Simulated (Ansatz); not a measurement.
CH5FOSi: structure from calculated spectroscopic constants

These gas-phase data were calculated for one isomer of CH5FOSi at PBE0-D3(BJ)/def2-SVP (harmonic, unscaled wavenumbers; equilibrium rotational constants with average atomic masses):

| Item | Value |
| --- | --- |
| rotational constants | 6.477, 5.942, 3.634 GHz |
| all wavenumbers above 1500 cm⁻¹ | 3938, 3171, 3164, 3060, 2306 |
| dipole moment | 2.19 D (PBE0/def2-TZVPD) |

Candidates:

(1) `CO[SiH2]F`, a singlet
(2) `C[Si@H](O)F`, a singlet

Task: Assign the data to one candidate and say why.

Result: Candidate (2). The band at 3938 cm⁻¹ lies where the O–H stretch is expected; (1) has no mode between 3300 and 4000 cm⁻¹.

The same quantities for all candidates:

```
     rotational constants (GHz)   wavenumbers above 1500 cm⁻¹  dipole (D)  E above the lowest, PBE0-D3(BJ)/def2-SVP (kcal/mol)
(1)         12.75, 3.749, 3.208  3150, 3109, 3023, 2316, 2260        1.58                                                 23.0
(2)         6.477, 5.942, 3.634  3938, 3171, 3164, 3060, 2306        2.19                                                  0.0
```

Harmonic stretches to hydrogen usually lie a few per cent above observed fundamentals. Each candidate is one conformer. Programs: Ansatz 0.2.0.
